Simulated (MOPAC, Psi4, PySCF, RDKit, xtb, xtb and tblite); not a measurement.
Two geometries of SMILES [SeH][SiH2][SiH3], relaxed at GFN2-xTB with one dihedral held; other torsions can differ between them too.

Structure A

```
9

Si    -1.5902     0.0935     0.1977
Si     0.6527     0.3658    -0.3242
Se     1.8009    -1.3883     0.6519
H     -2.2362     1.4062     0.2235
H     -1.7798    -0.5413     1.5021
H     -2.2700    -0.7250    -0.8075
H      1.3200     1.5621     0.1970
H      1.0177     0.2898    -1.7417
H      3.0999    -1.0000     0.1982
```

Structure B

```
9

Si     1.6333     0.2031     0.2284
Si    -0.6451     0.3376    -0.2120
Se    -1.7789    -1.5514     0.4978
H      2.2740     1.4461    -0.2026
H      1.9031     0.0260     1.6576
H      2.2667    -0.9079    -0.4826
H     -1.3663     1.4401     0.4290
H     -1.0155     0.3441    -1.6265
H     -1.7381    -1.2335     1.8937
```

Which is lower in energy at the level DF-MP2 (frozen core)/cc-pVTZ // GFN2-xTB (Psi4), and by how much?

B is lower, by 0.89 kcal/mol (dihedral Si1–Si2–Se3–H9: 180° in A, 75° in B).

E(B) − E(A) in kcal/mol at the other levels, on the same two geometries: GFN2-xTB (xtb and tblite) 0.18; B3LYP/def2-TZVP // GFN2-xTB (Psi4) -1.09; B3LYP-D3(BJ)/def2-TZVP // GFN2-xTB (Psi4) -1.02; PBE/def2-TZVP // GFN2-xTB (Psi4) -1.16; PBE-D3(BJ)/def2-TZVP // GFN2-xTB (Psi4) -1.14; M06-2X/def2-TZVP // GFN2-xTB (Psi4) -0.91; HF/cc-pVTZ // GFN2-xTB (Psi4) -0.83; UFF // GFN2-xTB (RDKit) -0.09; PM6, restricted, heats of formation // GFN2-xTB (MOPAC) 0.36; PM3, restricted, heats of formation // GFN2-xTB (MOPAC) -0.69; GFN1-xTB // GFN2-xTB (xtb) -0.10; restricted B3LYP/6-31G*, spherical d // GFN2-xTB (PySCF) -1.14; restricted MP2 (frozen core)/3-21G // GFN2-xTB (PySCF) -1.20; restricted B3LYP/3-21G // GFN2-xTB (PySCF) -1.31; restricted B3LYP/LANL2DZ, with its core potentials past Ne // GFN2-xTB (PySCF) -1.22.
